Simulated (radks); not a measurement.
Q: Sc I, 21 electrons, occupied as [Ar] 3d1 4s1.5 4p0.5 (fractional occupations, a model configuration). Method: non-relativistic Kohn-Sham, BLYP, spin-polarised, spherical densities, point nucleus; open shells are filled with parallel spins first; computed with a radial shooting solver on a logarithmic mesh with Libxc functionals. Some entries of the table are withheld. Estimate them.

orbital  occ.  eigenvalue (eV)  <r^2> (bohr^2)
1s up       1        -4373.129        0.007270
1s down     1        -4373.110        0.007270
2s up       1        -470.0610          0.1419
2s down     1        -469.8295          0.1418
2p up       3        -388.4187          0.1177
2p down     3        -388.2318          0.1176
3s up       1         -55.0510           1.351
3s down     1         -54.2140           1.351
3p up       3              (1)             (2)
3p down     3              (3)             (4)
4s up       1          -4.6156             (5)
3d up       1          -4.1021           4.390
4s down   0.5          -3.9816             (6)
3d down     0          -3.3229           4.588
4p up     0.5          -1.7699           28.07
4p down     0          -1.3193           33.59

A: 
(1) 3p up eigenvalue (eV): -34.2958
(2) 3p up <r^2> (bohr^2): 1.618
(3) 3p down eigenvalue (eV): -33.4689
(4) 3p down <r^2> (bohr^2): 1.620
(5) 4s up <r^2> (bohr^2): 15.19
(6) 4s down <r^2> (bohr^2): 16.13
